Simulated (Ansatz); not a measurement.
Breaking the Se1–F2 bond in FHOSe (SMILES O[Se]F) (multiplicity 1 held, fragments rigid). Energies count from the point at 1.771 Å.
Geometry at that point (charge 0, multiplicity 1):
```xyz
4

Se     0.086     0.008     0.395
F     -0.012     1.337    -0.772
O     -0.207    -1.354    -0.708
H     -1.162    -1.466    -0.813
```

Restricted levels (R-, RO-) in cc, def2 and unpolarised 6-31G sets keep to the state of the molecule at rest. U- levels take the lowest unrestricted solution at each point, which mixes spins at long bonds. Curves can end on different states.

Frozen-core correlation. Filled d and f shells under p-block atoms count as core.

Run with Ansatz (an electronic-structure program). Each number belongs to the level named beside it.

Energies in eV.

| R (Å) | U-PBE/cc-pVTZ | U-B3LYP/cc-pVTZ | R-wB97X-V/cc-pVTZ | R-SCS-MP2/cc-pVTZ |
|---|---|---|---|---|
| 1.417 | 3.16 | 3.01 | 2.85 | 2.89 |
| 1.594 | 0.58 | 0.51 | 0.42 | 0.45 |
| 1.771 | 0.00 | 0.00 | 0.00 | 0.00 |
| 1.948 | 0.21 | 0.27 | 0.38 | 0.34 |
| 2.125 | 0.71 | 0.83 | 1.04 | 0.95 |
| 2.391 | 1.55 | 1.75 | 2.11 | 1.95 |
| 2.656 | 2.28 | 2.45 | 3.08 | 2.83 |
| 3.099 | 3.00 | 3.04 | 4.33 | 3.89 |
| 3.542 | 3.32 | 3.31 | 5.19 | 4.43 |
| 4.073 | 3.49 | 3.45 | 5.87 | 4.48 |
| 4.781 | 3.58 | 3.52 | 6.41 | 3.86 |
| 5.667 | 3.62 | 3.54 | 6.78 | 2.61 |

Doubts at one or more of the structures used: a spin-contaminated determinant (U-PBE/cc-pVTZ, U-B3LYP/cc-pVTZ); a restricted determinant that unrestricted orbitals would lower (R-wB97X-V/cc-pVTZ, R-SCS-MP2/cc-pVTZ).
